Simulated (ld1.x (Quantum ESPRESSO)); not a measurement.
# Ranking TM potentials for rubidium

All share these settings but for the change named:

* Element: rubidium
* Generator: ld1.x (Quantum ESPRESSO) 7.5
* Type: norm-conserving Troullier–Martins (Kleinman–Bylander form)
* Functional: PBE
* Relativity: scalar-relativistic
* Frozen core: [Ar] 3d10
* Valence charge: 9
* Reference configuration: 4s2 4p6 5s1 5p0
* Partial waves: 4p (bound): rc 2.45 bohr; 4d channel at -0.05 Ry: rc 1.95 bohr; 4s (bound): rc 2.20 bohr
* Local potential: the s channel
* Core correction: none

Occupied shells without a wave of their own: 5s. They enter only through the test configuration that unscreens the potential.

Cutoff: the first of the cutoffs (Ry, on a coarse ladder) from which the occupation-weighted sum of valence levels, in a spherical-Bessel basis at the reference potential, stays within 10 and 1 mRy of its value at 400 Ry; the density cutoff is not measured.

The base gives 18 Ry.

Of 9 variants that were run, those that failed, showed a ghost or another fault, or gave nearly equal values are left out.

A variant can come out equal or close to the base.

(1) Rank these variants from softest to hardest (loose cutoff).
A. wave 4p (bound): rc 2.45 bohr becomes 4p (bound): rc 2.42 bohr
B. wave 4p (bound): rc 2.45 bohr becomes 4p (bound): rc 1.56 bohr
C. wave 4p (bound): rc 2.45 bohr becomes 4p (bound): rc 1.92 bohr

Results:

(1) A (18 Ry), C (30 Ry), B (35 Ry).
